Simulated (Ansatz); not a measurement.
## Relaxing a trial structure of C2H9AlB2

The starting geometry of this gas-phase singlet was optimised with GFN2-xTB; its bonds are those of `B[CH2][Al]([BH2])[CH3]`.

```xyz
14

C    -0.0981    2.1536   -1.1582
C     0.3047   -1.0706   -0.0376
Al    0.4360    0.8853    0.3402
B    -1.5757    2.4779   -0.9586
B     0.9863    1.7894    2.1376
H    -1.9046    3.3565   -0.2482
H    -2.4115    1.8259   -1.4651
H     0.5874    3.0018   -1.0258
H     0.1554    1.6236   -2.0843
H     0.4395    1.5985    3.1638
H     1.8223    2.6179    2.2092
H     0.4559   -1.3025   -1.0999
H    -0.6772   -1.4863    0.2210
H     1.0376   -1.6677    0.5197
```

Where would you expect an optimisation with r2SCAN-D4/def2-SVP to take it?

New bonds form, giving a structure with H6 bridging B5 and B4, H11 bridging B5 and Al3, given below by its coordinates. Distances that change by over a tenth: B4–H6 (1.18 → 1.43 Å). Contacts that close: Al3–B4 (2.88 → 2.17 Å), Al3–H11 (2.90 → 1.88 Å), B4–B5 (4.08 → 1.70 Å), B5–H6 (4.06 → 1.30 Å).

The energy falls by 1.60 eV over 49 steps:

| step | E − E(last) (eV) |
| --- | --- |
| 1 | 1.598 |
| 6 | 1.431 |
| 12 | 1.425 |
| 17 | 1.417 |
| 22 | 1.400 |
| 28 | 1.108 |
| 33 | 0.285 |
| 38 | 0.011 |
| 44 | 0.000 |
| 49 | 0.000 |

Final geometry (Å):

```yaml
atoms:
  - { symbol: C, position_ang: [-0.3198, 2.0993, -1.4113] }
  - { symbol: C, position_ang: [0.7679, -1.1701, 0.0316] }
  - { symbol: Al, position_ang: [0.2878, 0.6972, -0.2127] }
  - { symbol: B, position_ang: [-1.1003, 2.3565, -0.0432] }
  - { symbol: B, position_ang: [-0.1857, 2.0491, 1.3519] }
  - { symbol: H, position_ang: [-0.3733, 3.2243, 0.8244] }
  - { symbol: H, position_ang: [-2.2826, 2.5893, 0.0506] }
  - { symbol: H, position_ang: [0.4964, 2.8128, -1.6111] }
  - { symbol: H, position_ang: [-0.9174, 1.9638, -2.3215] }
  - { symbol: H, position_ang: [-0.4316, 2.0537, 2.5283] }
  - { symbol: H, position_ang: [1.0510, 1.8088, 1.1016] }
  - { symbol: H, position_ang: [1.6319, -1.4603, -0.5884] }
  - { symbol: H, position_ang: [-0.0729, -1.8197, -0.2682] }
  - { symbol: H, position_ang: [1.0067, -1.4015, 1.0819] }
```

The end wasn't checked by frequencies. Run with Ansatz 0.2.0, 120 s on 2 threads of Intel(R) Xeon(R) Platinum 8488C (Sapphire Rapids), on a shared host.
